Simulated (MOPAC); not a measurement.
Input file for MOPAC: PM6 on H4PbSSi (SMILES [SiH3][Pb][SH]), a point of a torsion scan.

```
PM6 1SCF PRECISE CHARGE=0 THREADS=1
H4PbSSi

Si    -1.32632222 1    -0.24302638 1     0.02554467 1
Pb     0.76295417 1     1.25159660 1    -0.75596429 1
S      2.51678429 1    -0.26707569 1     0.25178947 1
H     -1.70973031 1    -1.18825581 1    -1.02833792 1
H     -2.56151681 1     0.50486624 1     0.28285520 1
H     -1.15407789 1    -1.08045737 1     1.21286185 1
H      1.85858495 1    -0.78942276 1     1.27133141 1
```

It printed:

```
*******************************************************************************
 **                                                                           **
 **                              MOPAC v23.2.5                                **
 **                                                                           **
 *******************************************************************************
 ** MOPAC's Digital Object Identifier: https://doi.org/10.5281/zenodo.6511958 **
 **                                                                           **
 ** Please cite the open-source release paper for use of this MOPAC version:  **
 ** J. E. Moussa and J. J. P. Stewart (2026)                                  **
 ** MOPAC: An open-source semiempirical molecular orbital program             **
 ** J. Open Source Softw., 11(119), 8025, https://doi.org/10.21105/joss.08025 **
 *******************************************************************************

                              PM6 CALCULATION RESULTS

 *******************************************************************************
 *  PM6        - The PM6 Hamiltonian to be used
 *
 *
 *
 *                 CHARGE ON SYSTEM = 0
 *
 *
 *
 *  PRECISE    - TIGHTER CRITERIA TO BE USED
 *  1SCF       - DO 1 SCF AND THEN STOP
 *  THREADS=1  - MULTI-THREADING NOT USED
 *  T=         - A TIME OF 172800.0 SECONDS REQUESTED
 *  DUMP=N     - RESTART FILE WRITTEN EVERY 7200.0 SECONDS REQUESTED
 *******************************************************************************
PM6 1SCF PRECISE CHARGE=0 THREADS=1
 H4PbSSi

   ATOM   CHEMICAL          X               Y               Z
  NUMBER   SYMBOL      (ANGSTROMS)     (ANGSTROMS)     (ANGSTROMS)

     1      Si         -1.32632222  *  -0.24302638  *   0.02554467  *
     2      Pb          0.76295417  *   1.25159660  *  -0.75596429  *
     3       S          2.51678429  *  -0.26707569  *   0.25178947  *
     4       H         -1.70973031  *  -1.18825581  *  -1.02833792  *
     5       H         -2.56151681  *   0.50486624  *   0.28285520  *
     6       H         -1.15407789  *  -1.08045737  *   1.21286185  *
     7       H          1.85858495  *  -0.78942276  *   1.27133141  *



          CARTESIAN COORDINATES

    NO.       ATOM           X           Y           Z

     1        Si         -1.3263     -0.2430      0.0255
     2        Pb          0.7630      1.2516     -0.7560
     3         S          2.5168     -0.2671      0.2518
     4         H         -1.7097     -1.1883     -1.0283
     5         H         -2.5615      0.5049      0.2829
     6         H         -1.1541     -1.0805      1.2129
     7         H          1.8586     -0.7894      1.2713

 General Reference for PM6:
 "Optimization of Parameters for Semiempirical Methods V: Modification of NDDO Approximations
 and Application to 70 Elements", J. J. P. Stewart, J. Mol. Mod., 13, 1173-1213 (2007)
 URL: https://link.springer.com/article/10.1007/s00894-007-0233-4

           Empirical Formula: H4 Si Pb S  =     7 atoms



      MOLECULAR POINT GROUP   :   C1


      RHF CALCULATION, NO. OF DOUBLY OCCUPIED LEVELS = 9


 -------------------------------------------------------------------------------
 PM6 1SCF PRECISE CHARGE=0 THREADS=1
 H4PbSSi



     1SCF WAS SPECIFIED, SO BFGS WAS NOT USED
     SCF FIELD WAS ACHIEVED


                              PM6 CALCULATION
                                                       MOPAC v23.2.5 Linux




          FINAL HEAT OF FORMATION =         53.44318 KCAL/MOL =     223.60629 KJ/MOL


          COSMO AREA              =        142.57 SQUARE ANGSTROMS
          COSMO VOLUME            =        139.81 CUBIC ANGSTROMS

          IONIZATION POTENTIAL    =          8.208624 EV
          HOMO LUMO ENERGIES (EV) =         -8.209 -2.585
          NO. OF FILLED LEVELS    =          9
          MOLECULAR WEIGHT        =        271.3771         POINT GROUP:  C1

          MOLECULAR DIMENSIONS (Angstroms)

            Atom       Atom       Distance
            H     5    S     3     5.13673
           Pb     2    H     6     3.25062
            H     7    H     4     2.41253


          SCF CALCULATIONS        =          1





   ATOM   CHEMICAL          X               Y               Z
  NUMBER   SYMBOL      (ANGSTROMS)     (ANGSTROMS)     (ANGSTROMS)

     1      Si         -1.32632222  *  -0.24302638  *   0.02554467  *
     2      Pb          0.76295417  *   1.25159660  *  -0.75596429  *
     3       S          2.51678429  *  -0.26707569  *   0.25178947  *
     4       H         -1.70973031  *  -1.18825581  *  -1.02833792  *
     5       H         -2.56151681  *   0.50486624  *   0.28285520  *
     6       H         -1.15407789  *  -1.08045737  *   1.21286185  *
     7       H          1.85858495  *  -0.78942276  *   1.27133141  *

                             CARTESIAN COORDINATES

   1   Si       -1.326322220    -0.243026380     0.025544670
   2   Pb        0.762954170     1.251596600    -0.755964290
   3    S        2.516784290    -0.267075690     0.251789470
   4    H       -1.709730310    -1.188255810    -1.028337920
   5    H       -2.561516810     0.504866240     0.282855200
   6    H       -1.154077890    -1.080457370     1.212861850
   7    H        1.858584950    -0.789422760     1.271331410


           Empirical Formula: H4 Si Pb S  =     7 atoms



      MOLECULAR POINT GROUP   :   C1


                  EIGENVALUES
 -30.14430 -20.66535 -17.95759 -13.23462 -11.95469 -11.92160  -9.52410  -9.42153
  -8.20862  -2.58492  -1.63993  -1.23990   0.54853   0.57093   0.69522   1.68076
   1.88140   1.88294   1.94502   1.98813   2.01599   2.04650   3.36922   3.73762
   4.59032   4.61583


              NET ATOMIC CHARGES AND DIPOLE CONTRIBUTIONS

  ATOM NO.   TYPE          CHARGE      No. of ELECS.   s-Pop       p-Pop       d-Pop
    1         Si          -0.140731        4.1407     1.28366     2.50586     0.35121
    2         Pb           0.474799        3.5252     1.91903     1.60617
    3          S          -0.530438        6.5304     1.91572     4.50691     0.10780
    4          H           0.000073        0.9999     0.99993
    5          H          -0.004287        1.0043     1.00429
    6          H          -0.007884        1.0079     1.00788
    7          H           0.208467        0.7915     0.79153
 DIPOLE           X         Y         Z       TOTAL
 POINT-CHG.    -1.819     2.939    -1.162     3.646
 HYBRID         0.222    -1.728     1.016     2.017
 SUM           -1.597     1.211    -0.146     2.009


          ATOMIC ORBITAL ELECTRON POPULATIONS

     Atom    s        px        py        pz      x^2-y^2     xz        z^2       yz        xy
    1 Si   1.28366   0.88990   0.83266   0.78330   0.03275   0.02301   0.06508   0.14217   0.08819
    2 Pb   1.91903   0.63961   0.57413   0.39243
    3  S   1.91572   1.51029   1.60406   1.39256   0.00631   0.04384   0.01255   0.02612   0.01897
    4  H   0.99993
    5  H   1.00429
    6  H   1.00788
    7  H   0.79153

 **********************
 *                    *
 * JOB ENDED NORMALLY *
 *                    *
 **********************




 == MOPAC DONE ==
```

The run finished.

Cost: around 0.04 core-seconds (rough).
